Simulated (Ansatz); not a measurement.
A CCSD(T) single point on C$_{2}$H$_{3}$InNO (`[CH3][In][N]=C=O`) radical.

```yaml
crystal:
  periodic: [false, false, false]
  atoms:
    - {symbol: C, position_ang: [0.036216, 1.892857, -0.022797]}
    - {symbol: In, position_ang: [-0.021094, -0.013589, -1.127763]}
    - {symbol: N, position_ang: [-0.023416, -1.602970, 0.220624]}
    - {symbol: C, position_ang: [-0.051376, -2.804974, 0.203753]}
    - {symbol: O, position_ang: [-0.077801, -3.976520, 0.237674]}
    - {symbol: H, position_ang: [0.001949, 2.736264, -0.707212]}
    - {symbol: H, position_ang: [-0.826976, 1.884297, 0.643326]}
    - {symbol: H, position_ang: [0.962487, 1.884644, 0.552386]}
basis:
  gaussian: {orbitals: def2-TZVPP}
magnetization: {spin_polarized: true, initial_magnetization: 1}
correlation: {method: ccsd_t}
scf: {omitted_lower_state_checks: [cluster_reference]}
output: {orbitals: {seedname: orbitals}}
```

```sh
$ ansatz run in.yaml --threads 4 --pin off --events-out ev --progress --plain
```

Output of Ansatz, abridged:

```
Functional definition: HF
1501 factors; integrals over basis functions are off by at most 1.3e-3 eV
mean field evaluation 1: about -10773.7346 eV, gradient 3.3e1 eV
mean field evaluation 2: about -10773.7425 eV, gradient 3.3e1 eV
mean field evaluation 4: about -10778.6352 eV, gradient 3.2e0 eV
mean field evaluation 8: about -10778.7762 eV, gradient 2.8e-1 eV
mean field -10778.77786613 eV, -396.1127804621 hartree, gradient 4.6e-6 eV, S^2 0.776923; 0 other end points of the search recorded, 0 dependent functions left out
8 core orbitals not correlated: weight in the atoms' cores, before any rotation towards them, 1.000 or more for the frozen orbitals, at most 0.000 for the correlated occupied ones
reference -10778.77786613 eV, -396.1127804621 hartree; 18, 17 occupied and 190, 191 virtual orbitals, 1501 factors
second order -27.40090267 eV of doubles, -0.00000000 eV of singles
cycle   1  -26.51845447 eV  change    8.8e-1 eV  update   1.5e-1
cycle   2  -27.29537762 eV  change   -7.8e-1 eV  update   4.9e-2
cycle   3  -27.47665284 eV  change   -1.8e-1 eV  update   2.5e-2
cycle   4  -27.47076021 eV  change    5.9e-3 eV  update   8.1e-3
cycle   5  -27.46512863 eV  change    5.6e-3 eV  update   4.2e-3
cycle   6  -27.46533539 eV  change   -2.1e-4 eV  update   1.8e-3
cycle   7  -27.46569701 eV  change   -3.6e-4 eV  update   9.7e-4
cycle   8  -27.46567317 eV  change    2.4e-5 eV  update   3.6e-4
cycle   9  -27.46580825 eV  change   -1.4e-4 eV  update   1.9e-4
cycle  10  -27.46580496 eV  change    3.3e-6 eV  update   6.6e-5
cycle  11  -27.46574049 eV  change    6.4e-5 eV  update   2.7e-5
cycle  12  -27.46577522 eV  change   -3.5e-5 eV  update   1.2e-5
perturbative correction -1.21728824 eV, -0.0447345178 hartree
Total energy: -10807.46092959 eV, -397.1668636023 hartree
Checks for a lower state left out: cluster_reference
```

It took 19 min on 4 threads of a server CPU on a shared host, with 4.9 GiB of host memory at the peak.

The correlation energy is -28.683 eV, 4.2 % of it from (T); the T1 diagnostic reads 0.0181.
